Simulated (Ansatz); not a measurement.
```
atom   x (Å)   y (Å)    z (Å)
  Al  0.0000  0.0000  -1.3560
   P  0.0000  0.0000   1.3560
```

Basis set: 6-31G (spherical functions). Frozen core: 10 orbitals. Correlation on ROHF uses semicanonical orbitals with singles. Charge 0, multiplicity 3.

Computed with Ansatz (development build ahead of 0.2.0); the reference of a correlated method needn't be the lowest determinant of its kind.

Question: Give the atomization energy at this shape (free ground-state atoms in the same class of orbitals less the molecule, no zero-point energy) of triplet AlP by ROHF-CCSD(T), UHF-BCCD(T).

Answer:

```tsv
method	atomization energy
ROHF-CCSD(T)	1.23 eV
UHF-BCCD(T)	1.23 eV
```

Caution: the reference determinant was not shown to be the lowest.

This basis has no polarisation functions and is too small for such energies, which can lie far from measured ones in either direction.
